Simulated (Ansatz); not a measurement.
## A ladder of methods for C2H6Cl2Si (dichlorodimethylsilane)

C2H6Cl2Si: 11 atoms, total charge 0, spin state singlet. As SMILES, `C[Si](C)(Cl)Cl`. The shape is that of a PBE0-D4/def2-TZVP optimisation.

Each level gives the electronic atomisation energy (eV). The values are calculated. Electronic energies at fixed atoms, without zero-point motion or spin-orbit coupling.

```
            level                    kind  program  value (eV)  CPU time (all runs)
      HF/def2-SVP            Hartree–Fock   Ansatz       32.23                  6 s
  r2SCAN/def2-SVP                meta-GGA   Ansatz       42.08                 36 s
    PBE0/def2-SVP           global hybrid   Ansatz       41.91                 19 s
   HSE06/def2-SVP  range-separated hybrid   Ansatz       41.95                 21 s
  B2PLYP/def2-SVP           double hybrid   Ansatz       40.90                 26 s
PBE-QIDH/def2-SVP           double hybrid   Ansatz       41.46                 25 s
RPA@PBE0/def2-SVP                     RPA   Ansatz       38.71                 30 s
     MP2/def2-SVP     perturbation theory   Ansatz       40.05                9.3 s
```

The values span 32.23 to 42.08 eV. Times are those of the runs behind each value, whatever else they computed, on shared processors of several kinds: orders of magnitude only.
